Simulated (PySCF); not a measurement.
## C5H11O2Si: g tensor and hyperfine couplings

Compound: C5H11O2Si (doublet state).
Cartesian coordinates in Å at the GFN2-xTB level; atoms count from 1:
```xyz
19
C5H11O2Si angstrom
C     -3.6677    0.3745    0.5519
C     -2.6448   -0.4478   -0.2183
O     -1.3748   -0.2650    0.3300
Si     0.0100   -0.0295   -0.4489
O      0.9890    0.1405    0.8308
C      2.2703    0.4658    0.9501
C      3.3191    0.4900   -0.0778
C      3.4198   -0.4340    1.1372
H     -3.4236    1.4310    0.4774
H     -3.6541    0.0888    1.6001
H     -4.6622    0.2070    0.1477
H     -2.8938   -1.5145   -0.1576
H     -2.6483   -0.1609   -1.2760
H      0.4079   -1.1949   -1.2458
H     -0.0106    1.1676   -1.2920
H      4.0041    1.3243   -0.1150
H      3.1062    0.0588   -1.0495
H      4.1656   -0.1926    1.8802
H      3.2781   -1.4998    0.9984
```

The hyperfine couplings belong to this conformer and change with its torsions.

The species is `CCO[SiH2]O[C]1CC1` [radical].

Computed, not measured: UKS B3LYP, pcH-1 on C H O Si, non-relativistic, mean-field spin-orbit, GIAO in PySCF. Geometry: GFN2-xTB, one conformer, isolated molecule. GFN2-xTB frequencies show an imaginary mode (40i cm⁻¹), so this geometry is no minimum at that level. The geometry wasn't refined by DFT: couplings that depend on bond lengths, twists or pyramidal angles can differ widely from those at the functional's own minimum. Stability of the SCF solution: not tested.

| Item | Value |
| --- | --- |
| g1, g2, g3 | 2.00209, 2.00351, 2.00416 |
| g_iso | 2.00325 |
| Form of g | rhombic: the two nearest values differ by 32 % of g3 − g1 |
| ⟨S²⟩ | 0.7526 (exact 0.7500) |
| α and β electrons | 36, 35 |
| HOMO–LUMO gap, α and β orbitals | 5.62, 5.85 eV |

Hyperfine couplings atom by atom, in G; T1 to T3 are the principal values of the dipolar part; ρ(0) is the spin density at the nucleus (MHz turned into gauss with g_iso; 10 G = 1 mT):

```json
{"atom": "C1", "isotope": "13C", "a_iso": "0.1", "of which spin–orbit": "0.0", "T1": "0.0", "T2": "0.0", "T3": "0.1", "Mulliken spin population": "0.00", "ρ(0) (bohr⁻³)": "0.0001"}
{"atom": "C2", "isotope": "13C", "a_iso": "0.0", "of which spin–orbit": "0.0", "T1": "-0.1", "T2": "0.0", "T3": "0.1", "Mulliken spin population": "0.00", "ρ(0) (bohr⁻³)": "0.0000"}
{"atom": "O3", "isotope": "17O", "a_iso": "0.4", "of which spin–orbit": "0.0", "T1": "-0.1", "T2": "0.0", "T3": "0.1", "Mulliken spin population": "0.00", "ρ(0) (bohr⁻³)": "-0.0019"}
{"atom": "Si4", "isotope": "29Si", "a_iso": "-5.9", "of which spin–orbit": "0.0", "T1": "-2.4", "T2": "1.0", "T3": "1.3", "Mulliken spin population": "0.02", "ρ(0) (bohr⁻³)": "0.0187"}
{"atom": "O5", "isotope": "17O", "a_iso": "-21.4", "of which spin–orbit": "0.0", "T1": "-14.2", "T2": "7.0", "T3": "7.3", "Mulliken spin population": "0.08", "ρ(0) (bohr⁻³)": "0.0991"}
{"atom": "C6", "isotope": "13C", "a_iso": "146.2", "of which spin–orbit": "0.0", "T1": "-24.6", "T2": "-22.9", "T3": "47.5", "Mulliken spin population": "0.82", "ρ(0) (bohr⁻³)": "0.3647"}
{"atom": "C7", "isotope": "13C", "a_iso": "0.2", "of which spin–orbit": "0.0", "T1": "-2.2", "T2": "-0.8", "T3": "2.9", "Mulliken spin population": "0.00", "ρ(0) (bohr⁻³)": "0.0004"}
{"atom": "C8", "isotope": "13C", "a_iso": "2.6", "of which spin–orbit": "0.0", "T1": "-2.5", "T2": "-1.1", "T3": "3.7", "Mulliken spin population": "0.01", "ρ(0) (bohr⁻³)": "0.0066"}
{"atom": "H9", "isotope": "1H", "a_iso": "0.0", "of which spin–orbit": "0.0", "T1": "-0.2", "T2": "-0.1", "T3": "0.3", "Mulliken spin population": "0.00", "ρ(0) (bohr⁻³)": "0.0000"}
{"atom": "H10", "isotope": "1H", "a_iso": "0.0", "of which spin–orbit": "0.0", "T1": "-0.1", "T2": "-0.1", "T3": "0.3", "Mulliken spin population": "0.00", "ρ(0) (bohr⁻³)": "0.0000"}
{"atom": "H11", "isotope": "1H", "a_iso": "0.0", "of which spin–orbit": "0.0", "T1": "-0.1", "T2": "-0.1", "T3": "0.2", "Mulliken spin population": "0.00", "ρ(0) (bohr⁻³)": "0.0000"}
{"atom": "H12", "isotope": "1H", "a_iso": "0.1", "of which spin–orbit": "0.0", "T1": "-0.2", "T2": "-0.2", "T3": "0.3", "Mulliken spin population": "0.00", "ρ(0) (bohr⁻³)": "0.0000"}
{"atom": "H13", "isotope": "1H", "a_iso": "0.0", "of which spin–orbit": "0.0", "T1": "-0.2", "T2": "-0.2", "T3": "0.4", "Mulliken spin population": "0.00", "ρ(0) (bohr⁻³)": "0.0000"}
{"atom": "H14", "isotope": "1H", "a_iso": "5.3", "of which spin–orbit": "0.0", "T1": "-0.8", "T2": "-0.5", "T3": "1.2", "Mulliken spin population": "0.01", "ρ(0) (bohr⁻³)": "0.0033"}
{"atom": "H15", "isotope": "1H", "a_iso": "-0.2", "of which spin–orbit": "0.0", "T1": "-0.7", "T2": "-0.6", "T3": "1.3", "Mulliken spin population": "0.00", "ρ(0) (bohr⁻³)": "-0.0001"}
{"atom": "H16", "isotope": "1H", "a_iso": "20.3", "of which spin–orbit": "0.0", "T1": "-2.3", "T2": "-1.5", "T3": "3.8", "Mulliken spin population": "0.02", "ρ(0) (bohr⁻³)": "0.0127"}
{"atom": "H17", "isotope": "1H", "a_iso": "9.4", "of which spin–orbit": "0.0", "T1": "-1.9", "T2": "-0.7", "T3": "2.6", "Mulliken spin population": "0.02", "ρ(0) (bohr⁻³)": "0.0059"}
{"atom": "H18", "isotope": "1H", "a_iso": "18.2", "of which spin–orbit": "0.0", "T1": "-2.4", "T2": "-1.5", "T3": "4.0", "Mulliken spin population": "0.02", "ρ(0) (bohr⁻³)": "0.0114"}
{"atom": "H19", "isotope": "1H", "a_iso": "9.5", "of which spin–orbit": "0.0", "T1": "-2.0", "T2": "-0.7", "T3": "2.7", "Mulliken spin population": "0.02", "ρ(0) (bohr⁻³)": "0.0060"}
```

The Mulliken spin populations are largest on C6 (+0.82) and O5 (+0.08). C6 is the only atom above +0.15. The angles at C6 add up to 319.8°, so it is pyramidal.

Under fast tumbling the dipolar parts average out, and these isotropic splittings remain: 4 × 1H (H16/H17/H18/H19, I = 1/2, 5 lines) with 1.44 mT and 2 × 1H (H14/H15, I = 1/2, 3 lines) with 0.26 mT.

Means are taken over nuclei equivalent by connectivity, which assumes that they swap fast. The 1H value of +40.3 MHz is a mean of couplings from 26.2 to 57.0 MHz in this one geometry, not an average over conformers. The 1H value of +7.2 MHz is a mean of couplings from -0.4 to 14.8 MHz in this one geometry, not an average over conformers.

The 17O coupling of O5 (-60.1 MHz) shows only in satellite lines or after enrichment, since that isotope makes up about 0.038 % of natural oxygen.

The 13C coupling of C6 (410.0 MHz) shows only in satellite lines or after enrichment, since that isotope makes up about 1.07 % of natural carbon.

β density exceeds α density at some nuclei, such as O3 (-0.0019), spin density in bohr⁻³. In a single determinant that takes different orbitals for the two spins, that is spin polarisation.
